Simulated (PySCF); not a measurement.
Al(Cl)(H)(SiH3) (AlClH4Si), SMILES [SiH3][AlH][Cl]. The structure is a stationary point at PBE0-D3(BJ)/def2-TZVP.

**Question.** Give the equilibrium geometry at PBE0-D3(BJ)/def2-TZVP (PySCF confirms it by a frequency run) as Cartesian coordinates in Å. (Estimate from the structure and the level; the computed values follow.)

**Answer.** 
```xyz
7

Al    -0.4268    -0.7154    -0.1472
Cl     0.9679    -0.8884     1.4192
H     -1.2676    -2.0115    -0.4821
Si    -0.5634     1.4693    -1.2383
H     -0.9667     2.5105    -0.2519
H     -1.5508     1.4795    -2.3532
H      0.7657     1.8543    -1.7902
```
